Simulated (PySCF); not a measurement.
VO₂Cl, SMILES [O]=[V](=[O])[Cl], multiplicity 1.

Geometry optimised at PBE0-D3(BJ)/def2-SVP. The spin state was assumed, not searched.

Level of theory: PBE/def2-TZVPD run with PySCF.

Isolated molecule, no solvent.

Computed frontier levels, gap, dipole moment and polarisability:
```yaml
highest_occupied_level: -7.65 eV
lowest_empty_level: -5.21 eV
orbital_gap: 2.43 eV
dipole_moment: 0.569 e·Å
quadrupole, principal values (traceless, Buckingham form, about the centre of nuclear charge): -5.52, -4.25, 9.77 D·Å
mean_static_polarisability: 51.8 bohr³ (7.68 Å³)
polarisability_principal_values: 34.7, 53.3, 67.5 bohr³
```
